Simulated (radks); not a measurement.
Q: The ytterbium ion Yb3+, configuration [Xe] 4f13 (the NIST ground configuration). Calculated with a radial shooting solver on a logarithmic mesh with Libxc functionals: Dirac Kohn-Sham, PBE, spin-unpolarised, spherical densities, finite nucleus; open shells are shared between the two j in proportion to 2j + 1; Fermi nuclear charge, rms radius 5.3108 fm. Some entries of the table are withheld. Estimate them.

orbital,occ.,eigenvalue (eV),<1/r> (bohr^-1),<r> (bohr)
1s1/2,2,-61183.42,80.61,0.01966
2s1/2,2,-10388.27,19.46,0.08276
2p1/2,2,-9911.239,19.44,(1)
2p3/2,4,-8864.283,16.69,(2)
3s1/2,2,-2368.115,7.134,0.2163
3p1/2,2,-2157.330,7.050,0.2061
3p3/2,4,-1935.128,6.345,0.2201
3d3/2,4,-1575.958,6.233,0.1935
3d5/2,6,-1527.416,6.062,0.1978
4s1/2,2,-493.2249,(3),0.4875
4p1/2,2,-407.8546,2.877,0.4952
4p3/2,4,-357.4516,2.632,0.5274
4d3/2,4,-216.9244,2.411,0.5521
4d5/2,6,-207.7262,2.351,0.5635
5s1/2,2,-85.5926,1.126,1.187
5p1/2,2,-61.8190,0.9987,1.321
5p3/2,4,-55.1652,0.9160,1.421
4f5/2,5.57143,-36.7179,1.807,(4)
4f7/2,7.42857,-35.3206,1.778,(5)
5d3/2,0,-25.3802,0.6289,(6)
5d5/2,0,-24.8135,0.6138,(7)
6s1/2,0,-24.2267,0.4420,2.890

A: 
(1) 2p1/2 <r> (bohr): 0.06872
(2) 2p3/2 <r> (bohr): 0.07622
(3) 4s1/2 <1/r> (bohr^-1): 2.987
(4) 4f5/2 <r> (bohr): 0.7251
(5) 4f7/2 <r> (bohr): 0.7388
(6) 5d3/2 <r> (bohr): 2.027
(7) 5d5/2 <r> (bohr): 2.071
